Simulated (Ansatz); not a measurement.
Consider the redistribution: `[NH2][Ti]([Cl])([Cl])[Cl]` + `CBS[SiH2]C` → `C[SiH2][S][Ti]([Cl])([Cl])[Cl]` + `CBN`.

Gas-phase electronic energies from Ansatz, PBE0-D4/def2-TZVP geometries. CCSD(T)/CBS adds triple-zeta CCSD(T) − MP2 to the extrapolated MP2 energy (def2 sets, frozen cores). DFT in def2-TZVPP. B3LYP here is the variant with VWN-RPA as its local correlation; programs differ in this. For Ti outer-core shells are correlated without core-valence functions, which leaves a few kJ/mol of doubt a bond. Scalar relativity is left out up to krypton. Each species was taken in one conformer, which may not be the lowest.

(1) Is it downhill or uphill in electronic energy at CCSD(T)/CBS, and by how much? (Estimate.)

(2) What do these levels give: BLYP-D4, PBE, B3LYP, RPA@PBE/def2-TZVPP, HF/def2-SVP, CCSD/def2-SVP, CCSD(T)/def2-SVP, MP2/def2-TZVPP, SCS-MP2/def2-TZVPP, CCSD/def2-TZVPP, CCSD(T)/def2-TZVPP, CCSD/CBS(def2)? (Best estimate.)

Largest T1 diagnostic among the species: 0.025, so the coupled-cluster value is less sure than usual.

## Answers

(1) Computed: Downhill: ΔE = -86.0 kJ/mol.

(2) Ansatz gave: BLYP-D4 -89.7, PBE -80.1, B3LYP -76.9, RPA@PBE/def2-TZVPP -83.9, HF/def2-SVP -66.7, CCSD/def2-SVP -85.5, CCSD(T)/def2-SVP -98.0, MP2/def2-TZVPP -100.6, SCS-MP2/def2-TZVPP -91.2, CCSD/def2-TZVPP -74.3, CCSD(T)/def2-TZVPP -85.1, CCSD/CBS(def2) -75.1 kJ/mol.

At CCSD(T), def2-SVP lies −12.1 kJ/mol from the extrapolated value and def2-TZVPP +0.8 kJ/mol. Leaving LDA and LC-ωPBE aside and taking each functional with its dispersion term where it has one, the values, not all of them listed here, spread over 16.7 kJ/mol, from B2PLYP to ωB97X-V. LDA lies −11.2 kJ/mol from PBE without D4. From BLYP to BHLYP (50 % exact exchange), in def2-TZVPP and without D4, ΔE moves by +3.5 kJ/mol.
